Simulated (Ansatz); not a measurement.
Input and output for GeH₉NSi₂ (`[SiH3][N]([SiH3])[GeH3]`).

```yaml
crystal:
  periodic: [false, false, false]
  atoms:
    - {symbol: Si, position_ang: [-0.727359, 1.350362, -0.839371]}
    - {symbol: N, position_ang: [0.055245, 0.076687, 0.008751]}
    - {symbol: Si, position_ang: [0.523453, 0.193537, 1.665988]}
    - {symbol: Ge, position_ang: [0.173322, -1.614113, -0.762206]}
    - {symbol: H, position_ang: [-2.173355, 1.092556, -1.026153]}
    - {symbol: H, position_ang: [-0.523736, 2.601495, -0.094203]}
    - {symbol: H, position_ang: [-0.092027, 1.470749, -2.284055]}
    - {symbol: H, position_ang: [-0.538934, -0.341615, 2.591680]}
    - {symbol: H, position_ang: [1.725787, -0.714848, 1.890177]}
    - {symbol: H, position_ang: [0.885432, 1.619322, 2.033360]}
    - {symbol: H, position_ang: [-0.802908, -1.606889, -2.001758]}
    - {symbol: H, position_ang: [-0.113353, -2.718343, 0.118670]}
    - {symbol: H, position_ang: [1.678035, -1.694242, -1.361208]}
basis:
  gaussian: {orbitals: def2-TZVPD}
hamiltonian: {xc: {name: wB97}}
```

```sh
$ ansatz run in.yaml --threads 4 --pin off --events-out ev --progress --plain --max-ram 10444MiB
```

Output, abridged:

```
Functional definition: wB97
1561 factors; their error is unknown
766 factors; integrals over basis functions are off by at most 9.4e-6 eV
mean field evaluation 1: about -73910.5951 eV, gradient 5.3e1 eV
mean field evaluation 2: about -73909.6100 eV, gradient 5.7e1 eV
mean field evaluation 4: about -73915.5295 eV, gradient 7.6e-1 eV
mean field evaluation 8: about -73915.5131 eV, gradient 2.3e-2 eV
mean field -73915.51311223 eV, -2716.3450051404 hartree, gradient 3.4e-5 eV, S^2 0.000000; 0 other end points of the search recorded, 0 dependent functions left out
reference -73915.51309754 eV, -2716.3450046003 hartree; 38, 38 occupied and 220, 220 virtual orbitals, 1561 factors
Total energy: -73915.51309754 eV, -2716.3450046003 hartree
```

Run time 10 s (4 threads of an Arm Neoverse V1 on a shared host); peak host memory 0.79 GiB.
